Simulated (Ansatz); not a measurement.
Start from `C=[CH][Ga]([Cl])[Cl]` and change one element to get `C=[CH][Al]([Cl])[Cl]`.

Ansatz, PBE0-D4/def2-TZVP geometries, multiplicity 1. Each molecule was computed in one conformer, which needn't be the lowest.

Scalar relativity is left out up to krypton.

| property | `C=[CH][Ga]([Cl])[Cl]` |
| --- | --- |
| size of the dipole moment (ωB97M-V/def2-TZVPP) / D | 2.87 |
| LUMO energy (PBE/def2-TZVPP) / eV | -2.72 |
| HOMO energy (PBE/def2-TZVPP) / eV | -7.47 |
| HOMO–LUMO gap (B3LYP/def2-TZVPP) / eV | 6.39 |
| HOMO–LUMO gap (ωB97M-V/def2-TZVPP) / eV | 11.01 |
| ideal-gas entropy at 298 K and 1 bar (rigid rotor, harmonic PBE0-D4/def2-TZVP) / J/(mol·K) | 368 |

Problem. What does the change do to each property? (Estimate.)

Solution. Computed: 
```json
{"property": "size of the dipole moment (ωB97M-V/def2-TZVPP) / D", "`C=[CH][Al]([Cl])[Cl]`": "2.11", "shift": "-0.76"}
{"property": "LUMO energy (PBE/def2-TZVPP) / eV", "`C=[CH][Al]([Cl])[Cl]`": "-2.49", "shift": "0.23"}
{"property": "HOMO energy (PBE/def2-TZVPP) / eV", "`C=[CH][Al]([Cl])[Cl]`": "-7.42", "shift": "0.05"}
{"property": "HOMO–LUMO gap (B3LYP/def2-TZVPP) / eV", "`C=[CH][Al]([Cl])[Cl]`": "6.45", "shift": "0.06"}
{"property": "HOMO–LUMO gap (ωB97M-V/def2-TZVPP) / eV", "`C=[CH][Al]([Cl])[Cl]`": "11.03", "shift": "0.02"}
{"property": "ideal-gas entropy at 298 K and 1 bar (rigid rotor, harmonic PBE0-D4/def2-TZVP) / J/(mol·K)", "`C=[CH][Al]([Cl])[Cl]`": "357", "shift": "-11"}
```

Dipoles are sizes alone; their direction can turn.

B3LYP here is the variant with VWN-RPA as its local correlation; programs differ in this.
